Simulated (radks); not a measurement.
Q: Coherent X-ray form factor from a spherical all-electron density. All-electron calculation, Dirac Kohn-Sham, PBEsol, spin-unpolarised, spherical densities, finite nucleus; Fermi nuclear charge, rms radius of each element as measured or else 0.836 A^(1/3) + 0.57 fm. Program: a radial shooting solver on a logarithmic mesh with Libxc functionals.

| sin(theta)/lambda (1/angstrom) | f0 (electrons) |
|---|---|
| 0.05 | 47.274 |
| 0.1 | 45.323 |
| 0.15 | 42.644 |
| 0.2 | 39.702 |
| 0.25 | 36.786 |
| 0.3 | 34.033 |
| 0.4 | 29.229 |
| 0.5 | 25.442 |
| 0.6 | 22.580 |
| 0.8 | 18.737 |
| 1 | 16.031 |
| 1.25 | 13.083 |
| 1.5 | 10.514 |
| 2 | 7.121 |

The species is in the configuration that NIST lists as its ground one. Which atom or ion scatters so?

A: The indium ion In+, [Kr] 4d10 5s2. Extrapolating in s^2 from the first two rows gives f0(0) = 47.9, near the electron count 48; among species with that count, the fall with angle is slower the higher Z, and the table is that of Z = 49; from so few rows the species is fixed only to a neighbour or two.
